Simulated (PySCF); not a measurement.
Isomers of C3H7NSi. Level of theory: PySCF 2.14.0, PBE0-D3(BJ)/def2-SVP geometry optimisation, gas phase. Energies are electronic, without zero-point or thermal terms, for one conformer each. No frequencies were run at this level. Point groups hold within 0.08 Å.

Question: Order them by energy at this level, lowest first, and give relative energies in kJ/mol.
A. `[CH:1]#[C:2][CH2:3][NH:4][SiH3:5]` with C2–C3–N4–Si5 81°
B. `[SiH3:1][CH2:2][C@H:3]1[CH:4]=[N:5]1` with Si1–C2–C3–C4 -32°
C. `[CH3:1][C:2]#[C:3][SiH2:4][NH2:5]` with C3–Si4–N5–H -68° and 69°

Answer: C (0.0), A (115.3), B (142.4).

As drawn, the lowest has a C≡C bond and an N–H bond, which the highest lacks; the highest has a three-membered ring and a C=N bond, which the lowest lacks.

```
           SMILES      E (Eh)  E rel (kJ/mol)  dipole (D)  point group      A, B, C (MHz)
      CC#C[SiH2]N  -462.20295             0.0        2.30            –  13952, 1500, 1400
      C#CCN[SiH3]  -462.15904           115.3        0.84           C1   9303, 1989, 1767
[SiH3]C[C@H]1C=N1  -462.14871           142.4        2.19           C1   8282, 2666, 2330
```

Question: How do the relative energies change in single points at PBE0/pcSseg-1 (no added dispersion term) on the same geometries?

Answer: 
```json
{"SMILES": "CC#C[SiH2]N", "PBE0-D3(BJ)/def2-SVP (kJ/mol)": "0.0", "PBE0/pcSseg-1 (kJ/mol)": "0.0", "shift": "0.0"}
{"SMILES": "C#CCN[SiH3]", "PBE0-D3(BJ)/def2-SVP (kJ/mol)": "115.3", "PBE0/pcSseg-1 (kJ/mol)": "122.0", "shift": "+6.7"}
{"SMILES": "[SiH3]C[C@H]1C=N1", "PBE0-D3(BJ)/def2-SVP (kJ/mol)": "142.4", "PBE0/pcSseg-1 (kJ/mol)": "156.8", "shift": "+14.4"}
```

Each column counts from its own lowest isomer. The order is unchanged; the largest shift is 14.4 kJ/mol.
